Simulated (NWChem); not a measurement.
Species: GeNH₃, singlet; SMILES [NH2][GeH]

```xyz
5

Ge    -0.0241     0.4130     0.0000
H      1.5754     0.4969     0.0000
N     -0.0156    -1.4012     0.0000
H      0.8052    -1.9978     0.0000
H     -0.8768    -1.9380     0.0000
```
Atoms are numbered in this order, from 1.

Level: PBE0/def2-SVP (NWChem), optimised geometry, unscaled harmonic frequencies. Low-valent species are run as closed-shell singlets; no triplet was tried in these runs.

```csv
frequency (cm⁻¹),IR intensity (km/mol)
518,232.7
644,8.3
715,2.8
724,60.2
889,76.9
1536,18.7
1900,410.6
3592,27.5
3706,40.3
```

```yaml
zero_point_energy: 20.3 kcal/mol
thermal correction to the enthalpy at 298.15 K (with zero-point energy): 23.1 kcal/mol
heat capacity Cv: 10.3 cal/(mol K)
entropy at 298.15 K and 1 atm (symmetry number 1): 61.8 cal/(mol K)
dipole_moment: 1.87 D
```

Rigid rotor and harmonic oscillator.
